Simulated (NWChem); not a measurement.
Molecule: SnClF3; SMILES [Cl][Sn]([F])([F])[F]

```xyz
5

F     -0.6908     1.6618     0.9460
Sn     0.0000     0.0000     0.2427
F     -1.0937    -1.4292     0.9460
F      1.7846    -0.2326     0.9460
Cl     0.0000     0.0000    -2.0786
```
Atoms are numbered in this order, from 1.

Level: PBE-D3(BJ)/def2-SVP with def2 effective core potentials on Sn (NWChem), optimised geometry, unscaled harmonic frequencies. def2 effective core potentials on Sn; no spin-orbit coupling.

```json
[
 {"frequency (cm⁻¹)": "116", "IR intensity (km/mol)": "1.3"},
 {"frequency (cm⁻¹)": "116", "IR intensity (km/mol)": "1.3"},
 {"frequency (cm⁻¹)": "159", "IR intensity (km/mol)": "22.3"},
 {"frequency (cm⁻¹)": "159", "IR intensity (km/mol)": "22.3"},
 {"frequency (cm⁻¹)": "177", "IR intensity (km/mol)": "41.5"},
 {"frequency (cm⁻¹)": "387", "IR intensity (km/mol)": "30.4"},
 {"frequency (cm⁻¹)": "618", "IR intensity (km/mol)": "33.5"},
 {"frequency (cm⁻¹)": "648", "IR intensity (km/mol)": "52.1"},
 {"frequency (cm⁻¹)": "648", "IR intensity (km/mol)": "52.1"}
]
```

The zero-point energy is 4.3 kcal/mol and the thermal correction to the enthalpy at 298.15 K (with zero-point energy) is 9.2 kcal/mol. The heat capacity Cv is 19.8 cal/(mol K) and the entropy at 298.15 K and 1 atm (symmetry number 3) is 83.8 cal/(mol K).

Rigid rotor and harmonic oscillator.
